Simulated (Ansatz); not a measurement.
C2H6O2, SMILES `CC(O)O` (O–C–O–H torsion 74°, O–C–O–H torsion -74°) (charge 0, multiplicity 1).

Cartesian coordinates (Å):
SMILES: CC(O)O
```xyz
10

C     -0.9910    -0.4277    -0.5122
C      0.2020     0.0410     0.2739
O      1.3442    -0.5273    -0.3135
O      0.2154     1.4445     0.2241
H     -0.8912    -0.0890    -1.5449
H     -1.9059    -0.0125    -0.0900
H     -1.0452    -1.5161    -0.4999
H      0.1307    -0.2860     1.3234
H      2.0961    -0.4063     0.2716
H      0.8448     1.7794     0.8675
```
Charge 0, spin multiplicity 1.

Frozen-core energies in 6-31g from Ansatz (a quantum-chemistry and plane-wave program) at a geometry from PBE0-D3(BJ)/def2-TZVP; the HF reference has <S^2> = 0.00 and the T1 diagnostic is 0.009.

| level | energy (Ha) |
|---|---|
| HF | -228.83976 |
| MP2 | -229.26409 |
| CCSD | -229.29442 |

Estimate the energies of CCSD(T), CCSDT and CCSDT(Q), and give each level's difference from CCSDT(Q).


| level | energy (Ha) | difference from CCSDT(Q) (mHa) |
|---|---|---|
| MP2 | -229.26409 | 40.86 |
| CCSD | -229.29442 | 10.53 |
| CCSD(T) | -229.30320 | 1.76 |
| CCSDT | -229.30374 | 1.21 |
| CCSDT(Q) | -229.30496 | 0.00 |
